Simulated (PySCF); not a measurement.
# Excitation energy of F⁺ by level of theory

F⁺ [He] 2s2 2p4 (3P) → F⁺ [He] 2s2 2p3 3s1, s spin flipped, as a difference of total energies. Computed with PySCF 2.14 in aug-cc-pVQZ-DK, with the spin-free X2C one-electron Hamiltonian (Gaussian nucleus). Correlated levels: valence: 1s2 frozen. The calculations carry no spin-orbit coupling.

```
           method  excitation energy (eV)
              UHF                  21.343
              LDA                  22.626
              PBE                  22.802
           r2SCAN                  22.719
        BHandHLYP                  22.585
            HSE06                  22.751
        CAM-B3LYP                  22.760
    MP2 (valence)                  22.419
SCS-MP2 (valence)                  22.565
```

Task: Estimate what MN15 gives.

Result: 23.296 eV, closest to PBE among the rows shown.

Task: Estimate what PBE0 gives.

Result: 22.701 eV, closest to r2SCAN among the rows shown.

The upper determinant mixes two multiplicities, so it lies between the two terms.

The promoted electron is Rydberg-like, and one or two diffuse shells describe it only roughly, which tends to raise the upper state.
